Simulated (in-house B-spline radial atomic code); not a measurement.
N II (N+) is squeezed into an impenetrable sphere of radius R (the orbitals vanish at R). No spin polarisation. Level of theory: non-relativistic LDA VWN5, spherical fractional occupations, point nucleus; calculated with a radial B-spline atomic code at the basis-set limit.

Energies in eV above the free ion in [He] 2s2 2p2:

| R (bohr) | highest level (eV) | [He] 2s2 2p2 | [He] 2s1 2p3 | -dE/dV in [He] 2s2 2p2 (GPa) |
| --- | --- | --- | --- | --- |
| 8.89 | -20.8 | 0 | 11.42 | 1.47e-05 |
| 6.78 | -20.8 | 0.0007503 | 11.42 | 0.00321 |
| 4.93 | -20.7 | 0.05043 | 11.49 | 0.404 |
| 4.17 | -20.4 | 0.2801 | 11.78 | 3.12 |
| 3.52 | -19.4 | 1.211 | 12.87 | 18.9 |
| 3.19 | -18.3 | 2.548 | 14.36 | 48.6 |
| 2.55 | -13.1 | 10.89 | 23.16 | 330 |
| 2.18 | -6.1 | 25.62 | 37.97 | 1090 |
| 1.95 | 1.36 | 44.14 | 56.08 | 2390 |
| 1.57 | 24.5 | 112.9 | 121.1 | 10100 |

Problem. Does [He] 2s1 2p3 fall below [He] 2s2 2p2 under compression?

Solution. No, it stays above over the whole range.

The highest level is first positive in the row R = 1.95 bohr, pushed up by confinement above the zero of the free ion's potential. Each configuration is held fixed and needn't be the lowest in the sphere.
